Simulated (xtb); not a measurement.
Sn(H)2(Me)2 (C2H8Sn), SMILES [SnH2]([CH3])[CH3]. All values are semi-empirical tight-binding results from xtb (GFN2-xTB unless named), good for trends rather than for accurate numbers. Geometry: GFN2-xTB.

Optimised geometry:

```xyz
11

Sn     0.0075     0.2668    -0.1405
C      1.7255    -1.0214     0.1136
C     -1.7712    -0.5942     0.7370
H      0.3119     1.7707     0.5365
H     -0.2453     0.5753    -1.7696
H      1.5595    -1.9710    -0.3825
H      2.6151    -0.5668    -0.3050
H      1.8998    -1.2103     1.1669
H     -2.6156     0.0766     0.6369
H     -2.0167    -1.5298     0.2474
H     -1.6120    -0.7901     1.7912
```

For metal compounds this method's bond lengths and energies can be far off.

```
Item                                           Value
-------------------------------------  -------------
point group as xtb finds it                       Cs
orbital gap                                  6.40 eV
zero-point energy                      52.4 kcal/mol
G − E(el) at 298.15 K (modified RRHO)  33.0 kcal/mol
```

Task: Give the atomic charges and the Wiberg bond orders between heavy atoms. (Estimate from the structure and the level; the computed values follow.)

Result: charges (e) Sn1 0.06, C2 -0.13, C3 -0.13, H4 -0.01, H5 -0.01, H6 0.04, H7 0.03, H8 0.04, H9 0.03, H10 0.04, H11 0.04. Bond orders Sn1–C2 0.75, Sn1–C3 0.75.
